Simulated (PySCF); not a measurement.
Broadened absorption spectrum of C6H6F2Si

C6H6F2Si.
SMILES: `FCC1=CC[Si@]1(C#C)F`

Method: TDDFT CAM-B3LYP/def2-SVPD, vertical, gas phase, core orbitals frozen in the response in PySCF 2.14.0, density-fitted response routines. One conformer (not necessarily the lowest) at the GFN2-xTB geometry, without solvent, vibrations or thermal averaging. Torsions of this conformer, `[CH:1]#[C:2][Si@:3]1([F:4])[CH2:5][CH:6]=[C:7]1[CH2:8][F:9]`: C6–C7–C8–F9 -138°.

Broadening: Gaussians 0.5 eV wide at half height, area fixed by f = 4.319×10⁻⁹ ∫ε dν̃. The width is an assumption, not a result. The curve ends short of the highest state used, and states not computed would add to its high-energy end.

```tsv
λ (nm)	ε (L mol⁻¹ cm⁻¹)
182.7	3022
185.2	4102
187.8	5143
190.3	5732
192.8	5764
195.4	5241
197.9	4365
200.4	3333
203.0	2302
205.5	1484
208.0	888
210.6	485
213.1	257
215.7	127
218.2	63
220.7	31
223.3	15
225.8	7
228.3	4
230.9	2
233.4	1
235.9	0
238.5	0
241.0	0
```

(1) Locate the maxima and give the states behind the curve.

(2) On this curve, what absorbance would a 10⁻³ mol/L sample give at 222 nm over a 1 cm path?

(3) Coming from long wavelengths, where does ε first pass 100 L mol⁻¹ cm⁻¹?

## Answers

(1) 192 nm (6.47 eV), ε about 5800, made up of S4 (43%) and S5 (55%) (ε in L mol⁻¹ cm⁻¹; maxima over ε = 5, shares over 10%). The states used: S1 5.89 eV (f 0.0005); S2 6.13 eV (f 0.0010); S3 6.19 eV (f 0.0046); S4 6.34 eV (f 0.056); S5 6.58 eV (f 0.068); S6 6.97 eV (f 0.0029); S7 7.10 eV (f 0.015); S8 7.39 eV (f 0.056).

(2) 222 nm is 5.585 eV, where ε is about 22 L mol⁻¹ cm⁻¹, so A = ε c l ≈ 0.022 (Beer–Lambert, with the gas-phase spectrum and the assumed width).

(3) At about 217 nm (5.72 eV), 0.17 eV below S1.
